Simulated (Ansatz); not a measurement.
Ansatz (a program for electronic structure) input (B3LYP-D3(BJ)/def2-TZVP):

Ansatz 0.2 input:
```yaml
crystal:
  periodic: [false, false, false]
  atoms:
    - {symbol: O, position_ang: [-1.50741318, 0.08385796, -0.01810272]}
    - {symbol: Si, position_ang: [-0.01319661, -0.06013213, 0.08760025]}
    - {symbol: O, position_ang: [1.48784974, -0.06581403, -0.01932592]}
basis:
  gaussian:
    orbitals: def2-TZVP
hamiltonian:
  xc: b3lyp
  dispersion: d3bj
total_charge: 1
magnetization: {spin_polarized: true, initial_magnetization: 1}
relax: {f_tol: 0.002, max_steps: 150}
```

End of the output:

```
reference -11961.79120894 eV, -439.5877189351 hartree; 15, 14 occupied and 84, 85 virtual orbitals, 563 factors
relax step   5: F+E_penalty+E_count = -11961.86388899 eV  Δ(F+E_penalty+E_count) = -1.895e-5 eV  max|allowed force component| = 1.582e-4 eV/Å  Δτ_max = 0.0031 Å  (108 SCF iters, accepted)
integrals: 0.02 GiB planned
563 factors; their error is unknown
mean field: 0.30 GiB planned
mean field evaluation 128: about -11961.7910 eV, gradient 8.4e-6 eV
mean field evaluation 160: about -11961.7910 eV, gradient 1.7e-10 eV
mean field -11961.79103020 eV, -439.5877123667 hartree, gradient 1.1e-6 eV, S^2 0.792327; 5 other end points of the search recorded, 0 dependent functions left out
the calculation of the forces begins
reference -11961.79120894 eV, -439.5877189351 hartree; 15, 14 occupied and 84, 85 virtual orbitals, 563 factors
Total energy: -11961.86406772 eV, -439.5903964462 hartree
Atom 0 at    -1.554788     0.063117     0.017354 Å, force    -0.000158     0.000007     0.000001 eV/Å
Atom 1 at    -0.010923    -0.014030     0.016725 Å, force     0.000000     0.000002    -0.000003 eV/Å
Atom 2 at     1.532951    -0.091176     0.016093 Å, force     0.000158    -0.000009     0.000001 eV/Å
Dipole moment:    -0.000000    -0.000001     0.000002 e Å
```
